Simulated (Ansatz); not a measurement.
A nudged elastic band was laid between two geometries of CH$_{4}$F$_{2}$NSb (9 atoms, charge 0, multiplicity 1).

All numbers below come from Ansatz 0.2.0, RKS PBE0-D4/def2-SVP.

* movable images: 9
* climbing image: yes
* spring: 5.0 eV/Å²
* optimiser: quadratic models (default)
* start path: through a guess of the saddle point
* force threshold: 0.05 eV/Å
* iteration limit: 50
* end points: relaxed

Image 0:

```xyz
9
Properties=species:S:1:pos:R:3
F 0.951 1.742 0.207
C 1.252 0.438 -0.143
N 0.239 -0.485 0.186
Sb -1.514 -0.504 -0.852
F -2.584 0.719 0.220
H 2.192 0.173 0.373
H 1.427 0.430 -1.234
H 0.171 -0.683 1.181
H -2.045 -1.877 0.045
```

Image 10:

```xyz
9
Properties=species:S:1:pos:R:3
F 1.444 1.509 0.841
C 1.239 0.516 -0.106
N 0.142 -0.309 0.187
Sb -1.768 0.208 -0.259
F -2.155 -1.271 -1.465
H 2.171 -0.073 -0.155
H 1.087 1.026 -1.074
H 0.304 -1.008 0.905
H -2.376 -0.644 1.111
```

(1) What changes between the two ends?

(2) Give the energies along the band, and the barrier.

(3) What is the geometry of the highest image?

(4) What are the harmonic wavenumbers there?

## Answers

(1) No bond is made or broken. The height of Sb4 over the plane of its neighbours goes from 1.00 to -1.01 Å.

(2) It converged. The highest image is number 5 of 0 to 10, 41.3 kcal/mol above the first end and 40.8 kcal/mol above the last; the last end lies 0.5 kcal/mol above the first. A vibrational analysis at the climbing image gives one clearly imaginary mode, 521i cm⁻¹: a first-order saddle point.

```
image  path coordinate (Å)  energy (kcal/mol)  height of Sb4 over the plane of its neighbours (Å)
    0                 0.00                0.0                                                1.00
    1                 0.73                0.9                                                0.99
    2                 1.46                3.5                                                0.98
    3                 2.18                7.1                                                0.97
    4                 2.91               22.5                                                0.74
    5                 3.64               41.3                                                0.02
    6                 4.29               23.9                                               -0.68
    7                 4.93                6.5                                               -0.99
    8                 5.58                2.8                                               -1.02
    9                 6.23                1.2                                               -1.02
   10                 6.88                0.5                                               -1.01
```

(3) 
```xyz
9
Properties=species:S:1:pos:R:3
F 1.112 1.336 1.127
C 0.965 0.588 -0.015
N 0.044 -0.476 0.204
Sb -1.851 -0.656 -0.402
F -1.396 1.111 -1.356
H 1.958 0.178 -0.271
H 0.570 1.225 -0.817
H 0.356 -1.201 0.846
H -1.669 -2.152 0.668
```

(4) 521i, 63, 145, 267, 313, 477, 482, 650, 721, 812, 1060, 1090, 1177, 1278, 1369, 1435, 1491, 1574, 3059, 3191, 3612 cm⁻¹.

The run took 7.8 min on 2 threads of Arm Neoverse V2 (shared host), peak memory 0.23 GiB.
